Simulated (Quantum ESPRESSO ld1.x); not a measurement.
Values are calculated unless marked as measured or tabulated.
Q: These are the eigenvalues of the occupied orbitals of an atom or ion with whole-number occupations (Ry). Level of theory: Dirac Kohn-Sham, rPW86 exchange with PBE correlation, spin-unpolarised, spherical densities, point nucleus (ld1.x of Quantum ESPRESSO 7.5).

| orbital | eigenvalue |
|---|---|
| 1s1/2 | -3681.79 |
| 2s1/2 | -609.005 |
| 2p1/2 | -578.214 |
| 2p3/2 | -527.044 |
| 3s1/2 | -136.456 |
| 3p1/2 | -123.126 |
| 3p3/2 | -112.628 |
| 3d3/2 | -89.6637 |
| 3d5/2 | -87.3791 |
| 4s1/2 | -28.9764 |
| 4p1/2 | -23.7851 |
| 4p3/2 | -21.4613 |
| 4d3/2 | -12.9212 |
| 4d5/2 | -12.5013 |
| 5s1/2 | -5.46568 |
| 5p1/2 | -4.02808 |
| 5p3/2 | -3.70147 |
| 4f5/2 | -2.48470 |
| 4f7/2 | -2.42906 |

Which element is it, and in what charge state? The configuration may be excited. Open shells, if any, fill j = l - 1/2 first.

A: Z = 64, gadolinium, charge +3: Gd3+ in [Xe] 4f7. The list shows which subshells hold electrons but not how many an open one holds; the 1s level, -1840.9 hartree, gives Z - s = 60.7 by -(Z - s)^2/2, which with screening and relativity narrows Z to a few neighbours, and the depths of the outer levels then fix element, charge and occupations together.
